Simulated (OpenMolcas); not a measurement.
**neutral carbon: effect of the active space**

```
Program             : OpenMolcas 26.06
Method              : CASSCF
Basis               : ANO-RCC-VDZP
Scalar Hamiltonian  : DKH2, point nucleus
Spin-orbit coupling : RASSI with atomic mean-field integrals over the reference wave functions, term energies averaged over their components
```

A. 2 electrons in 3 orbitals (2p); 2S+1 = 3 even, 3 roots; 2S+1 = 1 even, 6 roots; cost of the order of 1.6 core-seconds
B. 4 electrons in 4 orbitals (2s 2p); 2S+1 = 3 even, 3 roots; 2S+1 = 1 even, 6 roots; 2S+1 = 5 odd, 1 root; 2S+1 = 3 odd, 8 roots; cost of the order of 7 core-seconds

Energies in cm-1 above 2s2 2p2 3P0, the measured ground level; measured values from NIST Handbook of Basic Atomic Spectroscopic Data.

```json
{"Level": "2s2 2p2 3P0", "A": "0.0", "B": "0.0", "Measured": "0.0"}
{"Level": "2s2 2p2 3P1", "A": "15.4", "B": "14.9", "Measured": "16.4"}
{"Level": "2s2 2p2 3P2", "A": "46.1", "B": "44.6", "Measured": "43.4"}
{"Level": "2s2 2p2 1D2", "A": "12863", "B": "12923", "Measured": "10193"}
{"Level": "2s2 2p2 1S0", "A": "31791", "B": "21539", "Measured": "21648"}
```

Deviations, from unrounded energies. A percentage is the sum of absolute deviations over the sum of measured energies, with the sign that they share, or ± where signs differ.

```csv
Against measurement,Levels,A,B
mean absolute deviation (cm-1),4,3200,710
fine structure of the ground term (%),2,±6.2,±4.4
other terms of the ground configuration (%),2,+40.2,±8.9
```

B lies closest to measurement on these levels. The largest miss of B in the table is 2s2 2p2 1D2, by +2700 cm-1. The ranking rests on the paired levels alone, and a cruder setting can come out closer through cancelling errors.

Between A and B the level of the table that moves most is 2s2 2p2 1S0, by 10000 cm-1 (lowest in B, highest in A).

Without dynamic correlation excited terms often stand tens of per cent too high (terms of higher spin than the ground term too low), and those without a measured partner can miss by more than the paired ones. With the s shell closed, the reference lacks s² → p² mixing (holds for A). Computed and measured levels are paired by configuration, term and J; levels that our copy of the source lacks, or whose pairing is in doubt (as where it misses far off the trend of its configuration), stay unpaired and out of the deviations. Only configurations of the active space appear. Levels that lie high or do not pair safely by name in every column are left out.
